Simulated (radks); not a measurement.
All-electron atom: neutral potassium in [Ar] 4s1. Calculated with a radial shooting solver on a logarithmic mesh with Libxc functionals: non-relativistic Kohn-Sham, LDA (Slater exchange, VWN5 correlation), spin-unpolarised, spherical densities, point nucleus. Some entries of the table are withheld. Estimate them.

orbital,occ.,eigenvalue (hartree),<r^2> (bohr^2)
1s,2,(1),0.008973
2s,2,-12.83900,0.1816
2p,6,-10.28385,(2)
3s,2,-1.28190,1.892
3p,6,(3),(4)
4s,1,-0.08881,28.03
4p,0,(5),56.08
5s,0,-0.00262,(6)

Answer. 
(1) 1s eigenvalue (hartree): -128.4150
(2) 2p <r^2> (bohr^2): 0.1537
(3) 3p eigenvalue (hartree): -0.69378
(4) 3p <r^2> (bohr^2): 2.467
(5) 4p eigenvalue (hartree): -0.03107
(6) 5s <r^2> (bohr^2): 345.4
